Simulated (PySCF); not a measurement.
**Working out the excitation energy of Tl**

Tl [Xe] 4f14 5d10 6s2 6p1 (2P) → Tl [Xe] 4f14 5d10 6s2 6d1 (2D). All numbers are calculated (PySCF 2.14, scalar relativity through the core potential, in aug-cc-pwCVDZ-PP with ECP60MDF (6s5p4d1f, 48 functions)). Frozen: 5s2 5p6 5d10. Energies in hartree (1 hartree = 27.21139 eV):

| part | Tl (lower) | Tl (upper) |
| --- | --- | --- |
| UHF | -171.512656 | -171.353943 |
| CCSD correlation | -0.033868 | -0.034268 |
| (T) | -0.000372 | -0.000728 |

**Question.** What does Hartree-Fock give?

**Answer.** (-171.353943) − (-171.512656) = 0.158713 hartree = 4.319 eV.

**Question.** What do CCSD and CCSD(T) give?

**Answer.** The CCSD correlation energies differ by -0.000400 hartree = -0.011 eV and the triples by -0.000356 hartree = -0.010 eV, so CCSD gives 4.308 eV and CCSD(T) 4.298 eV.

Measured between the centres of the two terms (NIST): 3.840 eV, so CCSD(T) (valence) is off by 0.458 eV.

A double-zeta basis recovers only part of the correlation energy.

What remains against the reference includes basis incompleteness, the frozen core and higher excitations.
